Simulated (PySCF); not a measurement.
Run record: geometry optimisation, `C=CC=[Se]`.

Computed with PBE0-D3(BJ)/def2-SVP geometry optimisation, gas phase (PySCF 2.14.0). Start geometry: GFN2-xTB. The input is one job of a driver script: a line of settings, then coordinates in Å.

Input:
```
{"job": {"xc": "PBE0", "basis": "def2-SVP", "d3": "d3bj", "grid": 1, "kind": "geom"}, "charge": 0, "multiplicity": 1}
C     -1.286590     0.028325    -0.207926
C     -0.038873    -0.422419    -0.033734
C      1.110854     0.311379    -0.440266
Se     2.777384    -0.243194    -0.232035
H     -1.479495     0.982301    -0.671089
H     -2.144650    -0.540108     0.105678
H      0.137635    -1.382375     0.432794
H      0.932794     1.275504    -0.908320
```

Output:
```
step   0  E = -2517.42612876  max force = 0.014455
step   1  E = -2517.42709193  max force = 0.002255
step   2  E = -2517.42709635  max force = 0.000885
step   3  E = -2517.42709908  max force = 0.001037
step   4  E = -2517.42710217  max force = 0.000230
optimisation converged
```

Energies in Eh; «max force» is the largest Cartesian gradient component in Eh/bohr.

How much energy does the optimisation release, in eV?

E(step 0) − E(last step) = 0.000973 Eh, which is 0.026 eV.

Give the first gradient maximum in eV/Å.

With 1 Eh/bohr = 51.422 eV/Å, 0.743 eV/Å.

Main results: final energy -2517.42710 Eh after 4 steps; dipole 2.67 D.

Give the final coordinates.

0.019 Å rms from the input after alignment:
```
atom  x, y, z in Å
C1    -1.2690    0.0297   -0.2135
C2    -0.0158   -0.4263   -0.0273
C3     1.1464    0.3245   -0.4302
Se4    2.8178   -0.1968   -0.2199
H5    -1.4562    0.9998   -0.6846
H6    -2.1405   -0.5510    0.0985
H7     0.1613   -1.3983    0.4451
H8     0.9435    1.2968   -0.9037
```

On Arm Neoverse N1, one thread, no GPU, shared host with 64 logical CPUs at a one-minute load of 56, this took 19 s and 0.48 GiB of memory at its peak.
Labels such as C1 count atoms from 1, the log's own numbers from 0.
